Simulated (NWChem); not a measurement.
# C5H5N; SMILES C=C/C=C/C#N

```xyz
11

C      0.4155    -2.8419     0.0000
C     -0.3540    -1.7417     0.0000
C      0.1817    -0.3939     0.0000
C     -0.5869     0.7181     0.0000
C     -0.0433     2.0346     0.0000
N      0.3847     3.1179     0.0000
H      1.5010    -2.7771     0.0000
H     -0.0142    -3.8387     0.0000
H     -1.4390    -1.8395     0.0000
H      1.2653    -0.2888     0.0000
H     -1.6724     0.6450     0.0000
```
Atoms are numbered in this order, from 1.

Level: B3LYP/6-31G* (spherical d) (NWChem), optimised geometry, unscaled harmonic frequencies. 

```json
[
 {"frequency (cm⁻¹)": "136", "IR intensity (km/mol)": "4.1"},
 {"frequency (cm⁻¹)": "143", "IR intensity (km/mol)": "0.2"},
 {"frequency (cm⁻¹)": "207", "IR intensity (km/mol)": "2.4"},
 {"frequency (cm⁻¹)": "318", "IR intensity (km/mol)": "4.2"},
 {"frequency (cm⁻¹)": "460", "IR intensity (km/mol)": "0.4"},
 {"frequency (cm⁻¹)": "496", "IR intensity (km/mol)": "5.4"},
 {"frequency (cm⁻¹)": "573", "IR intensity (km/mol)": "0.3"},
 {"frequency (cm⁻¹)": "669", "IR intensity (km/mol)": "0.6"},
 {"frequency (cm⁻¹)": "868", "IR intensity (km/mol)": "15.2"},
 {"frequency (cm⁻¹)": "954", "IR intensity (km/mol)": "27.3"},
 {"frequency (cm⁻¹)": "968", "IR intensity (km/mol)": "2.3"},
 {"frequency (cm⁻¹)": "986", "IR intensity (km/mol)": "9.8"},
 {"frequency (cm⁻¹)": "1036", "IR intensity (km/mol)": "1.4"},
 {"frequency (cm⁻¹)": "1050", "IR intensity (km/mol)": "38.8"},
 {"frequency (cm⁻¹)": "1209", "IR intensity (km/mol)": "0.1"},
 {"frequency (cm⁻¹)": "1300", "IR intensity (km/mol)": "0.6"},
 {"frequency (cm⁻¹)": "1331", "IR intensity (km/mol)": "3.7"},
 {"frequency (cm⁻¹)": "1344", "IR intensity (km/mol)": "3.5"},
 {"frequency (cm⁻¹)": "1474", "IR intensity (km/mol)": "2.6"},
 {"frequency (cm⁻¹)": "1665", "IR intensity (km/mol)": "18.1"},
 {"frequency (cm⁻¹)": "1711", "IR intensity (km/mol)": "12.7"},
 {"frequency (cm⁻¹)": "2334", "IR intensity (km/mol)": "32.1"},
 {"frequency (cm⁻¹)": "3165", "IR intensity (km/mol)": "7.4"},
 {"frequency (cm⁻¹)": "3173", "IR intensity (km/mol)": "2.8"},
 {"frequency (cm⁻¹)": "3183", "IR intensity (km/mol)": "1.6"},
 {"frequency (cm⁻¹)": "3190", "IR intensity (km/mol)": "9.8"},
 {"frequency (cm⁻¹)": "3257", "IR intensity (km/mol)": "9.0"}
]
```

```
Property                                                                            Value
-----------------------------------------------------------------------  ----------------
zero-point energy                                                           53.2 kcal/mol
thermal correction to the enthalpy at 298.15 K (with zero-point energy)     57.6 kcal/mol
heat capacity Cv                                                         21.0 cal/(mol K)
entropy at 298.15 K and 1 atm (symmetry number 1)                        77.3 cal/(mol K)
dipole moment                                                                      4.64 D
```

Rigid rotor and harmonic oscillator.
